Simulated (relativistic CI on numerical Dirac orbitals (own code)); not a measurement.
# Crystal-field levels of Ni4+, 3d6

Calculated by Dirac-Coulomb-Breit CI, orbitals from a KLI potential per configuration, model QED, valence Slater integrals scaled by 0.7, one configuration in a parametric crystal field (own radial code).

Field parameters in Wybourne normalisation: Td as Oh with Dq negative (B⁴₀ = 21Dq, B⁴₄ = √(5/14) B⁴₀). The field is a parameter set, without covalency.

S is read from ⟨S²⟩ = S(S + 1).

Site symmetry Td; labels are those of the double group. Computed levels in cm⁻¹ above the lowest, in rising order:

```tsv
Δ (size of 10Dq)	Lowest	No. 2	No. 3	No. 4	No. 5	No. 6	No. 7	No. 8
2200	A1	64 T1	127 E	250 T2	407 A2	2035 T2	2469 T1	2586 E
4000	A1	55 T1	109 E	195 T2	289 A2	3661 T2	4111 T1	4161 E
5800	A1	48 T1	94 E	163 T2	235 A2	5383 T2	5834 T1	5860 E
7550	A1	43 T1	85 E	145 T2	207 A2	7088 T2	7541 T1	7554 E
9350	A1	41 T1	79 E	135 T2	192 A2	8857 T2	9311 T1	9316 E
11100	A1	39 T1	76 E	131 T2	186 A2	10585 T2	11038 E	11041 T1
12900	A1	39 T1	76 E	131 T2	187 A2	10746 T2	10808 E	11401 T1
14650	A1	40 T1	77 E	135 T2	194 A2	9156 T2	9220 E	9848 T1
16450	A1	43 T1	81 E	144 T2	209 A2	7512 T2	7581 E	8239 T1
18200	A1	47 T1	87 E	160 T2	236 A2	5917 T2	5996 E	6677 T1
```

Ground-state S against |10Dq| in cm⁻¹: 2200: 2.00, 4000: 2.00, 5800: 2.00, 7550: 2.00, 9350: 1.99, 11100: 1.99, 12900: 1.99, 14650: 1.99, 16450: 1.99, 18200: 1.98.

No abrupt spin change occurs in this range.
